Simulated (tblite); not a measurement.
Species: C6H15ClSi.
Geometry (GFN2-xTB, Å), atoms numbered from 1 in this order:
```xyz
23
C6H15ClSi angstrom
C      3.7216    0.4269   -0.1723
C      2.4987   -0.4642   -0.3535
C      1.2080    0.2641    0.0163
Si    -0.3509   -0.8082   -0.1931
Cl    -0.0705   -2.5536    0.8034
C     -1.8840    0.0739    0.5351
C     -3.1039   -0.8454    0.5546
C     -2.2082    1.3554   -0.2314
H      3.6521    1.3055   -0.8107
H      3.7995    0.7598    0.8606
H      4.6304   -0.1131   -0.4275
H      2.6036   -1.3530    0.2708
H      2.4428   -0.7984   -1.3913
H      1.2878    0.6071    1.0507
H      1.1240    1.1608   -0.5992
H     -0.5702   -1.1492   -1.6038
H     -1.6696    0.3543    1.5732
H     -3.9551   -0.3421    1.0109
H     -2.8987   -1.7504    1.1213
H     -3.3826   -1.1326   -0.4571
H     -3.0654    1.8593    0.2128
H     -1.3649    2.0415   -0.2191
H     -2.4492    1.1288   -1.2676
```

Calculated harmonic vibrations of the isolated species, GFN2-xTB (tblite), most abundant isotopes, no scaling. The method is semi-empirical: single wavenumbers can be off by several per cent or more. Modes of hydrogen on silicon can be 10 to 20 % off. One conformer, not necessarily the lowest.

Harmonic wavenumbers (cm⁻¹): 34.4, 41.2, 71.9, 81.2, 118.1, 180.3, 222.3, 229.9, 235.1, 240.1, 266.3, 291.9, 373.1, 404.5, 488.7, 631.3, 656.7, 674.7, 732.4, 765.3, 841.1, 946.6, 949.7, 954.1, 995.7, 1013.8, 1045.4, 1080.5, 1115.7, 1132.8, 1179.6, 1228.1, 1251.1, 1280.0, 1286.8, 1301.0, 1354.8, 1413.4, 1415.2, 1426.4, 1475.4, 1499.3, 1501.3, 1503.9, 1506.1, 1507.9, 1512.0, 1515.2, 2208.2, 2912.6, 2958.1, 2975.9, 2983.5, 2992.7, 3009.7, 3013.8, 3025.9, 3027.2, 3031.0, 3031.9, 3036.5, 3037.3, 3039.1.

A = 1836, B = 803.4, C = 589.1 MHz; mass 150.063 u (most abundant isotopes); point group C1, symmetry number 1.

Zero-point energy?

½Σν̃ = 43128 cm⁻¹ = 515.92 kJ/mol.

What is S at 500 K and 1 bar for an ideal gas of classical rigid rotors and harmonic oscillators?

Translation 182.10, rotation 133.19, vibration 269.36: S = 584.6 J/(mol K).

And Cp and H(500 K) − H(0)?

Cp = 273.60 J/(mol K), of which vibrations give 240.34 (their classical limit is 63 R = 523.8); H(500 K) − H(0) = 81.59 kJ/mol without the zero-point energy, 64.97 from vibrations.

Which modes carry the vibrational entropy at 500 K?

34.4 cm⁻¹: 27.55; 41.2 cm⁻¹: 26.05; 71.9 cm⁻¹: 21.43; 81.2 cm⁻¹: 20.42; 118.1 cm⁻¹: 17.33; 180.3 cm⁻¹: 13.86 J/(mol K); the other 57 give 142.72 together.

How do the functions run with temperature in this model?

```
 T (K)  S (J/(mol K))  Cp (J/(mol K))  H − H(0) (kJ/mol)  G − H(0) (kJ/mol)  ln q(vib)
    50          263.3            66.6               2.43             -10.73       1.11
   100          319.3            97.7               6.56             -25.37       3.03
298.15          466.9           186.5              34.88            -104.34      10.24
373.15          512.5           220.7              50.16            -141.08      12.72
   750          711.5           352.3             160.48            -373.15      24.30
  1000          820.7           406.2             255.71            -565.01      31.26
```

q(vib) and H(0) count from the zero-point level.

Blend soft modes into free rotors: weight 1/[1 + (100 cm⁻¹/ν̃)⁴] for the oscillator and the rest for a rotor with moment μB/(μ + B), μ = h/(8π²ν), B = 10⁻⁴⁴ kg m². What vibrational entropy results?

242.21 J/(mol K) in place of 269.36, which changes −T·S at 500 K by +13.57 kJ/mol.

What must be added to the electronic energy to get the Gibbs energy at 500 K and 1 bar?

ZPE + [H(500 K) − H(0)] − T·S = 515.92 + 81.59 − 292.32 = 305.19 kJ/mol.

Hindered rotation and anharmonicity are outside this model. Other conformers, if any are populated, would add a mixing term that is left out. The structure is chiral; the term R ln 2 for an equal mix with its mirror image is left out.
